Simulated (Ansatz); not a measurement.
# Redistribution: C2H3F3 + C2H4FI → C2H4F2 + C2H3F2I

Species: C2H3F3 (1,1,1-trifluoroethane) `CC(F)(F)F`, singlet; C2H4FI `FCCI`, singlet; C2H4F2 (1,1-difluoroethane) `CC(F)F`, singlet; C2H3F2I `FCC(F)I`, singlet. The partners trade F for H; both sit on C, so the bond types are kept.

Shapes, held fixed at every level: PBE0-D4/def2-TZVP. Flexible molecules stand in one conformer, not always the lowest. Programs: Ansatz 0.2.0. The zero-point and thermal change to 298 K, harmonic and unscaled (PBE0-D4/def2-TZVP), is +1.2 kJ/mol.

| level | kind | ΔH(298 K) (kJ/mol) | less CCSD(T)/def2-TZVPP |
| --- | --- | --- | --- |
| HF/def2-SVP | Hartree–Fock | +91.6 | +17.3 |
| BHLYP-D4/def2-TZVPP | global hybrid | +72.0 | -2.3 |
| PBE0-D4/def2-TZVPP | global hybrid | +70.9 | -3.4 |
| r2SCAN0-D4/def2-TZVPP | global hybrid | +76.4 | +2.1 |
| wB97M-V/def2-TZVPP | range-separated hybrid | +72.7 | -1.6 |
| MP2/def2-SVP | perturbation theory | +91.5 | +17.2 |
| CCSD(T)/def2-SVP | coupled cluster or CI | +87.5 | +13.2 |
| CCSD(T)/def2-TZVPP | coupled cluster or CI | +74.3 | 0.0 |

The highest level, CCSD(T)/def2-TZVPP, gives ΔH(298 K) = +74.3 kJ/mol; the levels span +70.9 to +91.6. The column of differences is taken from that level and isn't an error. No measured value is set beside it here. For atoms past krypton def2 sets carry core potentials with scalar relativity. Outer-core shells of I are correlated in most correlated rows, in sets that cover them unevenly.
